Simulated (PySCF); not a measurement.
PySCF job for CH₇NOSi, SMILES N[Si@H](O)C, B3LYP-D3(BJ)/def2-SVP. The structure is a stationary point at B3LYP-D3(BJ)/def2-SVP. The structure was generated by enumeration; whether it is a known compound was not checked. Other conformers were not sampled.

```python
import numpy as np
from pyscf import gto, scf, dft, df
from pyscf.hessian import thermo

mol = gto.M(
    atom='''
    C    -1.55836886   -0.71701953   -0.31577935
    Si    0.02751240    0.28238913   -0.24184917
    N     1.33208422   -0.85364921   -0.34827752
    O     0.18008802    1.17651290    1.16415823
    H    -1.57188911   -1.50857415    0.45179677
    H    -1.68208831   -1.19682865   -1.30124457
    H    -2.43155359   -0.06655807   -0.14828357
    H     0.01751438    1.33662519   -1.29391649
    H     2.29023368   -0.54566446   -0.48391078
    H     1.18208831   -1.76521750   -0.76864443
    H     0.39544043    0.65832836    1.94944432
    ''',
    basis='def2-SVP',
    charge=0,
    spin=0,
    max_memory=1600,
    verbose=3,
)
mf = dft.RKS(mol, xc='b3lyp').density_fit(auxbasis='def2-universal-jkfit')
mf.disp = 'd3bj'
mf.grids.level = 3
mf.conv_tol = 1e-11
mf.max_cycle = 100
mf.kernel()

# [left out here: the lines that compute and print the analytic Hessian (its translational invariance restored by hand, since the grid's response is missing), thermochemistry and intensities]
```

Output:

```
[...]
Mode                                 6                   7                   8
Irrep
Freq [cm^-1]                      406.8440            646.9382            667.6399
Reduced mass [au]                   1.4855              1.2920              2.0596
Force const [Dyne/A]                0.1449              0.3186              0.5409
Char temp [K]                     585.3580            930.8000            960.5851
Normal mode                   x     y     z       x     y     z       x     y     z
       0   C                 0.02  0.01  0.01    0.11  0.01  0.04   -0.12 -0.11 -0.02
       1  Si                 0.02 -0.02  0.03   -0.01 -0.01 -0.00    0.05  0.04 -0.02
       2   N                -0.02 -0.02 -0.11   -0.01  0.03  0.03    0.06  0.00  0.01
       3   O                -0.07  0.04  0.01   -0.01 -0.03 -0.03    0.01  0.03  0.04
       4   H                -0.04  0.00 -0.00   -0.27 -0.06 -0.06   -0.27 -0.07  0.02
       5   H                -0.01  0.04 -0.01    0.13  0.22 -0.07   -0.34 -0.12  0.01
       6   H                 0.06  0.07  0.01    0.29  0.28 -0.08    0.00  0.05  0.02
       7   H                -0.06 -0.00  0.04   -0.53 -0.07 -0.06   -0.16  0.08  0.03
       8   H                 0.14 -0.20  0.62    0.05 -0.20 -0.02    0.15 -0.31 -0.01
       9   H                 0.08 -0.05 -0.06   -0.26  0.07  0.02   -0.27  0.08 -0.04
      10   H                 0.38  0.19 -0.02   -0.09 -0.13 -0.07   -0.01 -0.06 -0.01
Mode                                 9                  10                  11
Irrep
Freq [cm^-1]                      743.6831            806.5892            815.9574
Reduced mass [au]                   1.3732              2.2622              1.8544
Force const [Dyne/A]                0.4475              0.8671              0.7274
Char temp [K]                    1069.9944           1160.5023           1173.9810
Normal mode                   x     y     z       x     y     z       x     y     z
       0   C                 0.06 -0.02 -0.09    0.05 -0.02 -0.04    0.00 -0.06  0.02
       1  Si                -0.01 -0.03  0.02   -0.04 -0.01 -0.03    0.06 -0.02  0.01
       2   N                -0.05  0.05  0.02    0.01 -0.07 -0.02   -0.12  0.09 -0.01
       3   O                 0.02 -0.02 -0.02    0.01  0.11  0.11   -0.00  0.01 -0.01
       4   H                 0.15  0.22  0.16   -0.00  0.08  0.06   -0.26 -0.10 -0.02
       5   H                -0.43 -0.21  0.08   -0.17 -0.04  0.01   -0.06  0.05 -0.03
       6   H                 0.29  0.23  0.16    0.22  0.18  0.06    0.11  0.10 -0.03
       7   H                 0.04  0.18  0.22   -0.06 -0.06 -0.07    0.43 -0.20 -0.17
       8   H                -0.05  0.01 -0.04   -0.05  0.14 -0.03   -0.15  0.19  0.05
       9   H                -0.12  0.06  0.02    0.23 -0.11 -0.00   -0.07  0.10 -0.03
      10   H                 0.01  0.28  0.17   -0.02 -0.38 -0.19    0.02 -0.22 -0.16
Mode                                12                  13                  14
Irrep
Freq [cm^-1]                      855.6003            905.9351            924.5237
Reduced mass [au]                   1.3566              1.7252              1.5355
Force const [Dyne/A]                0.5851              0.8342              0.7733
Char temp [K]                    1231.0184           1303.4390           1330.1837
Normal mode                   x     y     z       x     y     z       x     y     z
       0   C                 0.01 -0.06  0.04    0.01 -0.02  0.00    0.04 -0.04  0.04
       1  Si                 0.03  0.04 -0.04   -0.03  0.04  0.07   -0.08  0.03 -0.02
       2   N                -0.05 -0.06  0.01    0.04 -0.04 -0.01    0.06 -0.01 -0.01
       3   O                -0.01 -0.02  0.01   -0.02 -0.01 -0.11    0.02 -0.02  0.02
       4   H                -0.31 -0.13 -0.05   -0.09 -0.02  0.01   -0.20 -0.07 -0.01
       5   H                 0.01  0.11 -0.04   -0.04  0.01 -0.00    0.04  0.14 -0.05
       6   H                 0.11  0.12 -0.07    0.08  0.07  0.01    0.17  0.16 -0.05
       7   H                -0.14  0.28  0.21    0.23  0.32  0.35    0.56 -0.09 -0.14
       8   H                -0.17  0.33 -0.04    0.04 -0.03 -0.00    0.13 -0.20  0.02
       9   H                 0.35 -0.15  0.06    0.08 -0.05 -0.01   -0.07  0.02 -0.04
      10   H                 0.04  0.30  0.19    0.01 -0.36 -0.34    0.01  0.25  0.19
Mode                                15                  16                  17
Irrep
Freq [cm^-1]                      956.3436           1273.2442           1434.7164
Reduced mass [au]                   1.7675              1.2743              1.0486
Force const [Dyne/A]                0.9524              1.2172              1.2717
Char temp [K]                    1375.9655           1831.9149           2064.2374
Normal mode                   x     y     z       x     y     z       x     y     z
       0   C                -0.01  0.02  0.05   -0.12 -0.07 -0.01   -0.03  0.05 -0.02
       1  Si                -0.00 -0.08 -0.07    0.01  0.01  0.00   -0.00  0.00 -0.00
       2   N                -0.01  0.05  0.02   -0.01  0.00  0.00   -0.00  0.00  0.00
       3   O                 0.00  0.05  0.04   -0.00 -0.00 -0.00    0.00 -0.00  0.00
       4   H                -0.01 -0.08 -0.06    0.45  0.12  0.18   -0.12 -0.30 -0.36
       5   H                 0.21  0.10 -0.02    0.44  0.18 -0.18    0.33 -0.58  0.24
       6   H                -0.07 -0.04 -0.07    0.28  0.42  0.06    0.18  0.21  0.37
       7   H                 0.15  0.43  0.44   -0.02  0.00 -0.01    0.02 -0.01 -0.01
       8   H                 0.03 -0.10 -0.01   -0.01  0.00 -0.01    0.00 -0.03 -0.01
       9   H                -0.19  0.10 -0.03    0.01 -0.00  0.00    0.03 -0.00 -0.01
      10   H                 0.03 -0.06 -0.03   -0.00 -0.00 -0.00    0.01  0.01  0.01
Mode                                18                  19                  20
Irrep
Freq [cm^-1]                     1436.8451           1542.8314           2224.2354
Reduced mass [au]                   1.0495              1.1210              1.0405
Force const [Dyne/A]                1.2765              1.5722              3.0327
Char temp [K]                    2067.3001           2219.7909           3200.1795
Normal mode                   x     y     z       x     y     z       x     y     z
       0   C                -0.01  0.01  0.06    0.00 -0.00 -0.00   -0.00 -0.00 -0.00
       1  Si                -0.00  0.00  0.01    0.01 -0.01  0.00   -0.00  0.02 -0.02
       2   N                -0.00 -0.00 -0.00   -0.06  0.05  0.02    0.00  0.00  0.00
       3   O                 0.00  0.00 -0.00   -0.00  0.00  0.00   -0.00  0.00 -0.00
       4   H                 0.43 -0.34 -0.32   -0.00  0.01  0.01    0.01  0.00  0.00
       5   H                -0.31 -0.10  0.13   -0.02  0.02 -0.01    0.00  0.00 -0.01
       6   H                 0.05  0.26 -0.60   -0.01 -0.02 -0.01   -0.00  0.00  0.00
       7   H                 0.00 -0.02 -0.01   -0.00 -0.01  0.01    0.00 -0.69  0.69
       8   H                -0.00  0.00 -0.01    0.12 -0.60 -0.26   -0.00  0.00  0.00
       9   H                 0.01 -0.01  0.01    0.65 -0.01 -0.13   -0.00  0.00 -0.00
      10   H                 0.00 -0.00 -0.00   -0.00 -0.00 -0.00    0.00  0.00 -0.01
Mode                                21                  22                  23
Irrep
Freq [cm^-1]                     3025.1018           3111.1008           3122.5623
Reduced mass [au]                   1.0364              1.1017              1.1018
Force const [Dyne/A]                5.5882              6.2827              6.3294
Char temp [K]                    4352.4479           4476.1814           4492.6719
Normal mode                   x     y     z       x     y     z       x     y     z
       0   C                -0.04 -0.03 -0.00   -0.00 -0.01  0.09    0.05 -0.07 -0.01
       1  Si                 0.00  0.00  0.00    0.00 -0.00  0.00    0.00 -0.00  0.00
       2   N                -0.00 -0.00  0.00    0.00  0.00 -0.00   -0.00  0.00 -0.00
       3   O                -0.00 -0.00 -0.00   -0.00 -0.00 -0.00   -0.00  0.00  0.00
       4   H                -0.00  0.42 -0.41    0.01  0.46 -0.44    0.01  0.29 -0.30
       5   H                 0.06  0.26  0.54   -0.08 -0.31 -0.62    0.04  0.11  0.24
       6   H                 0.39 -0.31 -0.08    0.08 -0.06  0.00   -0.64  0.47  0.12
       7   H                -0.00 -0.00  0.00    0.00  0.00 -0.00   -0.00  0.00 -0.00
       8   H                -0.00  0.00  0.00   -0.00 -0.00 -0.00    0.00  0.00 -0.00
       9   H                -0.00  0.00  0.00    0.00  0.00  0.00   -0.00 -0.00  0.00
      10   H                -0.00  0.00 -0.00   -0.00 -0.00 -0.00   -0.00 -0.00 -0.00
Mode                                24                  25                  26
Irrep
Freq [cm^-1]                     3569.7512           3661.9509           3859.0017
Reduced mass [au]                   1.0503              1.0959              1.0663
Force const [Dyne/A]                7.8860              8.6589              9.3561
Char temp [K]                    5136.0772           5268.7320           5552.2442
Normal mode                   x     y     z       x     y     z       x     y     z
       0   C                -0.00 -0.00 -0.00    0.00  0.00  0.00   -0.00 -0.00 -0.00
       1  Si                -0.00  0.00 -0.00   -0.00 -0.00 -0.00    0.00 -0.00  0.00
       2   N                 0.04 -0.03 -0.02   -0.05 -0.06 -0.01    0.00 -0.00 -0.00
       3   O                 0.00  0.00  0.00    0.00  0.00  0.00    0.01 -0.03  0.05
       4   H                -0.00 -0.00  0.00    0.00 -0.00  0.00    0.00 -0.00  0.00
       5   H                 0.00  0.00  0.00   -0.00  0.00 -0.00   -0.00 -0.00 -0.00
       6   H                -0.00  0.00  0.00    0.00 -0.00 -0.00    0.00  0.00  0.00
       7   H                -0.00  0.00  0.00   -0.00  0.00 -0.00    0.00  0.00 -0.00
       8   H                -0.68 -0.23  0.08    0.61  0.19 -0.09   -0.00  0.00 -0.00
       9   H                 0.11  0.59  0.26    0.10  0.63  0.29    0.00 -0.00 -0.00
      10   H                -0.00  0.00 -0.00   -0.00  0.00 -0.00   -0.22  0.50 -0.80
temperature 298.1500 [K]
pressure 101325.00 [Pa]
Rotational constants [GHz] 6.25021 5.69814 3.48800
Symmetry number 1
Zero-point energy (ZPE) 0.08522 [Eh]   223736.004 [J/mol]
                           tot       elec      trans        rot        vib
Entropy [J/mol/K]       329.707      0.000    162.946    106.116     60.645
Cv [J/mol/K]            101.557      0.000     12.472     12.472     76.614
Cp [J/mol/K]            109.871      0.000     20.786     12.472     76.614
Internal energy [J/mol]                      3718.434   3718.434 234597.992
Internal energy [Eh]   -461.58798  -461.68016
Enthalpy [J/mol]                             6197.391   3718.434 234597.992
Enthalpy [Eh]          -461.58703
Gibbs free energy [J/mol]                  -42384.954 -27919.953 216516.725
Gibbs free energy [Eh] -461.62448
mode   freq/cm-1   IR/(km/mol)
   1      144.35         0.496
   2      177.19        16.094
   3      218.23        11.014
   4      230.40        32.467
   5      296.24        33.453
   6      347.93        90.318
   7      406.84       170.287
   8      646.94         2.369
   9      667.64        12.774
  10      743.68        21.446
  11      806.59        89.597
  12      815.96         9.605
  13      855.60        77.521
  14      905.94        20.011
  15      924.52       225.442
  16      956.34       315.915
  17     1273.24        35.619
  18     1434.72         2.982
  19     1436.85         2.985
  20     1542.83        53.770
  21     2224.24       183.227
  22     3025.10         3.250
  23     3111.10         9.971
  24     3122.56         6.717
  25     3569.75        20.121
  26     3661.95        21.157
  27     3859.00        62.658
max |gradient| / (hartree/bohr): 3.536770403408241e-05
APT charges: [-0.3681  1.722  -0.8346 -0.8545  0.0051  0.0082  0.0206 -0.3345  0.1793
  0.1674  0.2892]
```

The calculation finished and met its thresholds.

Cost: very roughly 90 core-seconds.
